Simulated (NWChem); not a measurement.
# C$_{4}$H$_{3}$NS; SMILES C#CC1=NCS1

```xyz
9

C      0.1678     2.8973     0.0000
C     -0.0585     1.6934     0.0000
C     -0.2543     0.2876     0.0000
N     -1.3677    -0.3987     0.0000
C     -0.7209    -1.6999     0.0000
S      1.0164    -0.9777     0.0000
H      0.3505     3.9635     0.0000
H     -0.9217    -2.3005     0.9114
H     -0.9217    -2.3005    -0.9114
```
Atoms are numbered in this order, from 1.

All runs: NWChem. Geometry: optimised at PBE-D3(BJ)/def2-SVP. Total energies compare along this basis series because the functional is fixed.

```
level             basis functions  energy (Ha)  highest occupied level (eV)  orbital gap (eV)  dipole (D)
----------------  ---------------  -----------  ---------------------------  ----------------  ----------
PBE0/cc-pVDZ                  103    -606.6824                        -7.14              5.65        0.74
PBE0/aug-cc-pVDZ              169    -606.6976                        -7.33              5.58        0.83
PBE0/cc-pVTZ                  226    -606.7523                        -7.28              5.62        0.80
```
